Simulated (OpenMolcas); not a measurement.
d6 ions of charge +3 down a group with 6 oxide ligands in octahedral coordination

| Item | Value |
| --- | --- |
| Program | OpenMolcas |
| Method | CASSCF |
| Spin-orbit coupling | state interaction with AMFI integrals over the reference wave functions |

The d shell is active. Anionic complexes are neutralised by point charges behind the ligands. Distances were set from a Shannon-type radius of the metal (high-spin where two are listed) plus a fixed donor radius (O 1.38 Å). Ligand basis ANO-RCC-VDZP, DKH2 Hamiltonian. States (labels of O, the rotations of Oh). Energies in cm-1 above the lowest state or level, χT in cm3 K/mol. Spin-only χT is S(S+1) / 2 for the spin of the ground state.

```
 Ion  Shell  R (Å)   Metal basis  Outer charge (e at Å behind ligand)  Ground state  First state of that spin  First gap with spin-orbit (degeneracies)  χT at 300 K  First state of another spin  Spin-only χT
Rh3+    4d6   2.04  ANO-RCC-VTZP                           1.5 at 2.8           1A1                 1T1 12808                               4060 (1, 3)        0.070                     5T2 4248         0.000
Ir3+    5d6   2.06  ANO-RCC-VTZP                           1.5 at 2.4           1A1                 1T1 14004                               6377 (1, 2)        0.082                     3T1 8058         0.000
```

The rows also differ in their outer charges, so part of each step comes from that.

Below the highest spin of the shell: Rh3+, Ir3+. χT departs most from the spin-only value for Ir3+, by +0.082 cm3 K/mol.

Without dynamic correlation the repulsion within the d shell is too large (B by tens of per cent), so at a given field states of lower spin stand too high. This shell can be high or low spin here, a state of another spin lies low, and with metal d orbitals alone active their balance is uncertain, so the ground spin may be wrong, although the usual error favours high spin. The oxide ions are held by bare point charges, a crude embedding. With metal d orbitals alone the field can be off either way by tens of per cent. Ligand-to-metal charge-transfer states are missing. With no ligand orbital active B as a rule stays too high, so bands that hang on it stand too high and its fall with covalency is understated. The least metal-like active orbital is 75 % on the metal (Löwdin) and no ligand orbital is active, so the numbers are rough (holds for Rh3+). Spin-orbit coupling mixes the spin-free states strongly: the lowest level takes only 60 % from its leading state, 1A1 (holds for Ir3+). The least metal-like active orbital is 73 % on the metal (Löwdin) and no ligand orbital is active, so the numbers are rough (holds for Ir3+). No measured value stands beside these numbers; the geometry was imposed, not optimised, and the real ion may take another.
